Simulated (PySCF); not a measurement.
C₂H₃Cl₂FSi, SMILES C=C(Cl)[Si@@H](F)Cl.

Geometry optimised at B3LYP-D3(BJ)/def2-SVP. The structure was generated by enumeration; whether it is a known compound was not checked. Other conformers were not sampled.

All values below come from TDA-LC-ωPBE/def2-SVPD (PySCF 2.14.0).

Vertical excitations. 

Computed UV-visible absorptions:
```csv
state,energy (eV),λ (nm),f,main pairs
S1,6.82,182,0.001,HOMO−1→LUMO 88 %
S2,6.94,179,0.218,"HOMO→LUMO 59 %, HOMO→LUMO+1 17 %"
S3,6.97,178,0.123,"HOMO→LUMO 32 %, HOMO→LUMO+1 28 %, HOMO→LUMO+2 16 %"
S4,7.87,157,0.002,"HOMO−2→LUMO 53 %, HOMO−5→LUMO 24 %"
S5,7.88,157,0.015,"HOMO−1→LUMO+1 37 %, HOMO−1→LUMO+2 18 %"
S6,8.30,149,0.004,"HOMO→LUMO+1 37 %, HOMO→LUMO+2 29 %, HOMO→LUMO+3 8 %"
S7,8.55,145,0.020,"HOMO→LUMO+4 13 %, HOMO→LUMO+5 10 %, HOMO−1→LUMO+1 9 %, HOMO−2→LUMO+1 8 %"
S8,8.57,145,0.006,"HOMO→LUMO+4 27 %, HOMO→LUMO+2 18 %, HOMO→LUMO+5 11 %"
S9,8.65,143,0.006,"HOMO−3→LUMO 12 %, HOMO−5→LUMO 12 %, HOMO−1→LUMO+1 11 %, HOMO−2→LUMO+1 10 %"
S10,8.72,142,0.083,"HOMO−3→LUMO 43 %, HOMO−3→LUMO+3 10 %, HOMO−2→LUMO 10 %, HOMO−4→LUMO 8 %"
T1,3.80,327,0,HOMO→LUMO 82 %
T2,6.28,197,0,HOMO−1→LUMO 79 %
T3,6.32,196,0,"HOMO→LUMO+1 35 %, HOMO→LUMO+2 23 %, HOMO→LUMO+5 7 %, HOMO→LUMO+6 7 %"
T4,6.94,179,0,"HOMO−1→LUMO+1 32 %, HOMO−1→LUMO+2 19 %, HOMO−1→LUMO+5 5 %"
```
Triplets are in the Tamm–Dancoff approximation.
